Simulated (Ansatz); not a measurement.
Cl, charge +1, triplet. Base run: Ansatz (an electronic-structure program) with CCSD(T)/6-31G*.

The Ansatz input:
Ansatz 0.2 input:
```yaml
crystal:
  periodic: [false, false, false]
  atoms:
    - {symbol: Cl, position_ang: [0.00000000, 0.00000000, 0.00000000]}
basis:
  gaussian:
    orbitals: 6-31G*
total_charge: 1
magnetization: {spin_polarized: true, initial_magnetization: 2}
correlation: {method: ccsd_t}
```

The base run was repeated with changes; each row names its change, and settings that it needs were set with it.

| change | ΔE vs base (mEh) | MP2 correlation (Eh) | CC correlation without the perturbative part (Eh) | basis functions |
|---|---|---|---|---|
| base | 0.000 | -0.08547 | -0.10416 | 19 |
| accuracy = high | -0.001 | -0.08547 | -0.10416 | 19 |
| method = mp2 | 19.837 | -0.08547 | - | 19 |
| lower_state_search = off | 0.000 | -0.08547 | -0.10416 | 19 |
| reference functional = pbe0 | 1.706 | - | -0.10539 | 19 |
| method = bccd | 1.186 | -0.08547 | -0.10412 | 19 |
| diis_vectors = 2 | 0.000 | -0.08547 | -0.10416 | 19 |
| fitting = cc-pVTZ-JKFIT (mean field), cc-pVTZ-RIFIT (correlation) | 0.001 | -0.08546 | -0.10416 | 19 |
| diis_vectors = 4 | 0.000 | -0.08547 | -0.10416 | 19 |
| method = bccd_t | 0.009 | -0.08547 | -0.10412 | 19 |
